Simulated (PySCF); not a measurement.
Heteronuclear NMR

Bonds (- single, = double, # triple, : aromatic): C1-C2 1.438 Å, C2#C3 1.205 Å, C3-C4 1.409 Å, C4-C5 1.419 Å, C5#N6 1.145 Å, C4=C7 1.355 Å, C7-C8 1.401 Å, C8#N9 1.148 Å. C1 carries H10, H11, H12; C7 carries H13. Stereochemistry as in CC#C/C(C#N)=C\C#N.

PySCF 2.14.0 with density-fitted response routines calculation with NMR shieldings at PBE0/pcSseg-1/GIAO and geometry from GFN2-xTB; isolated molecule, single conformer, equivalent nuclei averaged, non-relativistic.

Q: Predict the ¹⁵N NMR data.

A: 
| atoms | environment | σ (ppm) | δ (ppm) |
| --- | --- | --- | --- |
| N9 | nitrile nitrogen | -81.5 | -73.0 |
| N6 | nitrile nitrogen | -60.6 | -92.3 |

Shieldings were converted by a linear fit to measured shifts: ¹⁵N (scatter 6.3 ppm rms vs CH3NO2, solution or neat liquid). A few per cent of atoms miss by over 2 rms, more outside the fitted compound classes.

On a 300 MHz spectrometer ¹⁵N resonates near 30.4 MHz, so 1 ppm is 30.4 Hz.
